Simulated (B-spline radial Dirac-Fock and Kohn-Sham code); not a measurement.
## Photoemission from Cr at Cr Kα (5414.7 eV), detector at θ = 90°, φ = 0°

System: atomic chromium in the configuration 1s2 2s2 2p6 3s2 3p6 3d5 4s1. Model: Dirac-Hartree-Slater photoionisation with a Latter tail; cross sections with all multipoles, angular parameters from the dipole term and its interference with E2. Program: a radial atomic solver. Thresholds are tabulated edges, those marked * orbital energies of the model. For linearly polarised light dσ/dΩ = σ/(4π) [1 + β P₂(cos θ) + (δ + γ cos²θ) sin θ cos φ], with θ from the polarisation vector and φ the angle between the beam and the projection of the electron momentum on the plane normal to the polarisation. The dipole factor is 1 + βP₂ and the non-dipole term is the rest of the bracket. Open shells are filled statistically over j.

```csv
subshell,threshold (eV),σ (kb),β,γ,δ,dipole factor,non-dipole term,dσ/dΩ (kb/sr)
2s,696.0,3.52,2.00,0.88,0.000,0.000,0.000,≈ 0
2p1/2,583.8,1.02,0.96,1.11,0.126,0.522,+0.126,0.0525
2p3/2,574.1,1.92,0.95,1.11,0.126,0.523,+0.126,0.0991
3s,74.10,0.488,2.00,0.95,0.000,0.000,0.000,≈ 0
3p1/2,50.34*,0.122,0.90,1.09,0.127,0.549,+0.127,0.00655
3p3/2,49.26*,0.230,0.90,1.09,0.127,0.550,+0.127,0.0124
3d3/2,5.64*,0.00190,0.38,0.84,0.356,0.809,+0.356,0.000176
3d5/2,5.55*,0.00275,0.38,0.84,0.358,0.808,+0.358,0.000255
4s,5.76*,0.0120,2.00,0.96,0.000,0.000,0.000,≈ 0
```

Values without a named source are computed, but for edge energies of neutral atoms, which are taken from tables.
